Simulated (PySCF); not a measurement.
Magnetic susceptibility: `F[B-](F)(F)[PH+]1C=CC=C1`, C4H5BF3P

Cartesian coordinates in Å; atom numbers follow the order of the lines, from 1:
```xyz
14

F     1.961   -0.464    1.424
B     2.377   -0.241    0.170
F     2.846   -1.307   -0.488
F     3.035    0.906   -0.032
P     0.406    0.127   -0.791
C    -0.601    1.354    0.040
C    -1.658    0.754    0.621
C    -1.780   -0.654    0.330
C    -0.817   -1.143   -0.476
H     0.248    0.419   -2.138
H    -0.325    2.389    0.139
H    -2.379    1.262    1.241
H    -2.595   -1.239    0.725
H    -0.718   -2.164   -0.801
```

The calculation used GIAO CAM-B3LYP/pcSseg-1 magnetisability, rotational g tensor and spin-rotation constants, non-relativistic, gas phase (PySCF). Geometry: GFN2-xTB.

(1) What are the magnetisability and the molar susceptibility?

(2) Split it along the inertial axes a, b, c into diamagnetic and paramagnetic parts about the centre of mass, with the quadrupole moment.

(3) And the rotational g tensor?

Answers

(1) Isotropic -1296 × 10⁻³⁰ J/T², or -78.1 × 10⁻⁶ cm³/mol; principal values -1707, -1098, -1083 × 10⁻³⁰ J/T², anisotropy 617 × 10⁻³⁰ J/T² (root of half the summed squared differences of the principal values). The susceptibility is in cgs units.

(2) 
```
axis  χ (10⁻⁶ cm³/mol)  diamagnetic (10⁻⁶ cm³/mol)  paramagnetic (10⁻⁶ cm³/mol)  summed x² of all electrons (Å²)  quadrupole Θ (D Å)
   a             -79.1                      -540.4                        461.3                            252.4               -2.51
   b             -66.1                     -1294.3                       1228.2                             74.7               +2.89
   c             -88.9                     -1388.0                       1299.1                             52.6               -0.39
```
Anisotropies 2χaa − χbb − χcc = -3.2 and 2χbb − χaa − χcc = +35.8 × 10⁻⁶ cm³/mol. Θ is traceless in Buckingham's convention.

(3) 
| axis | rotational constant (GHz) | g | nuclear part | electronic part |
| --- | --- | --- | --- | --- |
| a | 2.6303 | -0.0258 | 0.5443 | -0.5700 |
| b | 0.9271 | -0.0161 | 0.5188 | -0.5349 |
| c | 0.8673 | -0.0050 | 0.5243 | -0.5293 |

Asymmetric top; isotopes 11B, 12C, 19F, 1H, 31P; no vibrational averaging.
